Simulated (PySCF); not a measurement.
**Building multiplets from coupling constants**

Geometry:
```
atom   x (Å)   y (Å)   z (Å)
  F1   3.594   0.246  -0.419
  C2   2.772  -0.501   0.330
  F3   3.253  -0.500   1.574
  F4   2.864  -1.757  -0.139
  C5   1.374  -0.009   0.263
  C6   0.578   0.330   1.286
  C7  -0.797   0.569   0.706
  C8  -1.327  -0.838   0.297
  C9  -0.403  -1.230  -0.881
 C10   0.543  -0.003  -1.001
 C11  -0.424   1.143  -0.670
 H12   0.835   0.309   2.346
 H13  -1.488   1.152   1.328
 H14  -2.379  -0.767  -0.020
 H15  -1.284  -1.550   1.134
 H16  -0.973  -1.362  -1.814
 H17   0.161  -2.156  -0.704
 H18   1.105   0.060  -1.942
 H19   0.078   2.119  -0.605
 H20  -1.277   1.207  -1.363
```

- J couplings at B3LYP/pcJ-1 (spin–dipole term only in couplings to heteroatoms)
- σ from GIAO-PBE0/pcSseg-1
- geometry: PBE0-D3(BJ)/def2-SVP
- code: PySCF 2.14.0 with density-fitted response routines
- gas phase, one computed conformer, non-relativistic, averaged over atoms made equivalent by symmetry, fast rotation or ring inversion

Referencing at the same level of theory: 1H (σref 31.27), 13C (σref 184.41) against TMS.

Spectrometer: 600 MHz for 1H. First-order analysis; couplings under 1 Hz (under 4 Hz in carbon signals) are ignored, and nearly equal couplings are merged; the smaller ones broaden or split the lines further.

**Question.** What pattern does H12 show (1H)?

**Answer.** A doublet of quartets at δ 6.66: 3.7 Hz to H13 (1 × 1H, 3 bonds away), 2.5 Hz to F1/F3/F4 (3 × 19F, 4 bonds away). Lines in Hz from the centre (relative intensity): +5.6 (1), +3.1 (3), +1.9 (1), +0.6 (3), -0.6 (3), -1.9 (1), -3.1 (3), -5.6 (1). The outer lines are 11.2 Hz apart, the sum of the couplings kept, or 0.019 ppm at this field.

**Question.** What pattern does C2 show in the proton-coupled 13C spectrum?

**Answer.** A quartet at δ 128.1: 330.9 Hz to F1/F3/F4 (3 × 19F, 1 bond away). Lines in Hz from the centre (relative intensity): +496.4 (1), +165.4 (3), -165.4 (3), -496.4 (1). The outer lines are 992.7 Hz apart, the sum of the couplings kept, or 6.580 ppm at this field.

**Question.** What pattern does H20 show (1H)?

**Answer.** A doublet of triplets of quartets at δ 1.08: 9.3 Hz to H19 (1 × 1H, 2 bonds away), 1.7 Hz to H18 and H13 (2 × 1H, 3 bonds away), 1.3 Hz to F1/F3/F4 (3 × 19F, 5 bonds away). Lines in Hz from the centre (relative intensity): +8.3 (1), +7.0 (3), +6.6 (2), +5.7 (3), +5.3 (6), +4.9 (1), +4.4 (1), +4.0 (6), +3.6 (3), +2.7 (2), +2.3 (3), +1.0 (1), -1.0 (1), -2.3 (3), -2.7 (2), -3.6 (3), -4.0 (6), -4.4 (1), -4.9 (1), -5.3 (6), -5.7 (3), -6.6 (2), -7.0 (3), -8.3 (1). The outer lines are 16.6 Hz apart, the sum of the couplings kept, or 0.028 ppm at this field.

**Question.** What pattern does H19 show (1H)?

**Answer.** A doublet of quintets at δ 1.41: 9.3 Hz to H20 (1 × 1H, 2 bonds away), 2.2 Hz to H15 and H17 and H18 and H13 (4 × 1H, 3 or 4 bonds away). Lines in Hz from the centre (relative intensity): +9.1 (1), +6.8 (4), +4.7 (6), +2.5 (4), +0.2 (1), -0.2 (1), -2.5 (4), -4.7 (6), -6.8 (4), -9.1 (1). The outer lines are 18.1 Hz apart, the sum of the couplings kept, or 0.030 ppm at this field.

Unscaled 3J(H,H) at this level run about 10 % above measured values.
